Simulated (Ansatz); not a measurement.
CH3F2Si (`C[Si](F)F`) radical, relaxed with UKS PBE-D4/def2-SVP in Ansatz 0.2.0 from a rough embedded geometry. The force threshold is 0.03 eV/Å; the program also tests the step.

Charge 0, multiplicity 2.

Start:

```xyz
7

C    -0.061   -0.461    0.583
Si    0.461    0.301   -0.938
F    -0.796    0.351   -1.902
F     0.950    1.755   -0.691
H     0.764   -0.502    1.371
H    -0.424   -1.515    0.498
H    -0.893    0.071    1.080
```

```
step  energy (eV)  largest force (eV/Å)  largest move (Å)
   1  -14380.7577                 2.684             0.000
   2  -14380.9936                 1.493             0.036
   3  -14381.1060                 0.187             0.043
   4  -14381.1080                 0.031             0.014
   5  -14381.1081                 0.023             0.004
```

End:

```xyz
7

C    -0.063   -0.502    0.657
Si    0.486    0.268   -0.974
F    -0.825    0.362   -1.958
F     0.945    1.816   -0.678
H     0.774   -0.522    1.381
H    -0.429   -1.535    0.498
H    -0.889    0.114    1.073
```

Hardware: 2 threads of a server CPU on a shared host. Wall time 5.5 s, peak host memory 0.17 GiB.
